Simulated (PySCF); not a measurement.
**Correlation energy of Zr (zirconium, neutral)**

[Kr] 4d2 5s1 5p1, one real determinant (an excited configuration). Computed with PySCF 2.14 in def2-QZVPPD with the def2 core potential (28 electrons) (7s5p4d3f2g, 81 functions), with scalar relativity through the core potential. Frozen: nothing; 12 electrons correlated.

```
  level  correlation energy (mhartree)
   CCSD                        -286.50
    (T)                          -8.57
CCSD(T)                        -295.07
```

Diagnostics: T1 = 0.014, D1 = 0.0620, largest double amplitude 0.054.

The real determinant used has ⟨L²⟩ near 14 against 20 for a pure G term, so it mixes terms.

Cost of the coupled-cluster step: roughly 24 core-seconds, for 12 correlated electrons.

Iterations:

```
CC2 = 0
CCSD nocc = (np.int64(8), np.int64(4)), nmo = (81, 81)
frozen orbitals [[], []]
max_cycle = 100
direct = 0
conv_tol = 1e-08
conv_tol_normt = 1e-06
diis_space = 8
diis_start_cycle = 0
Init t2, MP2 energy = -0.267549239278698
Init E_corr(UCCSD) = -0.267549239280215
cycle = 1  E_corr(UCCSD) = -0.280302865385767  dE = -0.0127536261  norm(t1,t2) = 0.0505764
cycle = 2  E_corr(UCCSD) = -0.284663046019737  dE = -0.00436018063  norm(t1,t2) = 0.0199979
cycle = 3  E_corr(UCCSD) = -0.286509163643475  dE = -0.00184611762  norm(t1,t2) = 0.0121686
cycle = 4  E_corr(UCCSD) = -0.286349603667341  dE = 0.000159559976  norm(t1,t2) = 0.00627249
cycle = 5  E_corr(UCCSD) = -0.286305195254377  dE = 4.4408413e-05  norm(t1,t2) = 0.00416573
cycle = 6  E_corr(UCCSD) = -0.286522263645939  dE = -0.000217068392  norm(t1,t2) = 0.00202004
cycle = 7  E_corr(UCCSD) = -0.2864904821896  dE = 3.17814563e-05  norm(t1,t2) = 0.000984046
cycle = 8  E_corr(UCCSD) = -0.286490180649937  dE = 3.01539664e-07  norm(t1,t2) = 0.000530353
cycle = 9  E_corr(UCCSD) = -0.28650101571044  dE = -1.08350605e-05  norm(t1,t2) = 0.000262808
cycle = 10  E_corr(UCCSD) = -0.286501477520603  dE = -4.61810162e-07  norm(t1,t2) = 0.00017873
cycle = 11  E_corr(UCCSD) = -0.28650038696824  dE = 1.09055236e-06  norm(t1,t2) = 0.000142771
cycle = 12  E_corr(UCCSD) = -0.286499483043411  dE = 9.03924829e-07  norm(t1,t2) = 0.000109823
cycle = 13  E_corr(UCCSD) = -0.286499322154567  dE = 1.60888843e-07  norm(t1,t2) = 7.40549e-05
cycle = 14  E_corr(UCCSD) = -0.286498751778109  dE = 5.70376458e-07  norm(t1,t2) = 5.41254e-05
cycle = 15  E_corr(UCCSD) = -0.286499501371381  dE = -7.49593272e-07  norm(t1,t2) = 3.48423e-05
cycle = 16  E_corr(UCCSD) = -0.286499629297399  dE = -1.27926018e-07  norm(t1,t2) = 2.20158e-05
cycle = 17  E_corr(UCCSD) = -0.286499606972232  dE = 2.23251668e-08  norm(t1,t2) = 1.33492e-05
cycle = 18  E_corr(UCCSD) = -0.286499677965758  dE = -7.09935261e-08  norm(t1,t2) = 7.18956e-06
cycle = 19  E_corr(UCCSD) = -0.286499787943802  dE = -1.09978044e-07  norm(t1,t2) = 3.66602e-06
cycle = 20  E_corr(UCCSD) = -0.286499831902609  dE = -4.39588068e-08  norm(t1,t2) = 1.67704e-06
cycle = 21  E_corr(UCCSD) = -0.286499825621933  dE = 6.28067609e-09  norm(t1,t2) = 9.22295e-07
UCCSD converged
E(UCCSD) = -46.70145421374323  E_corr = -0.2864998256219328
UCCSD(T) correction = -0.00856687976572129
```

The reference is one real determinant that mixes LS terms of this configuration.

The basis has no tight functions for the innermost shells, so their pair energies are far from complete.

This basis was not built for core-valence correlation, so the inner-shell part is incomplete.
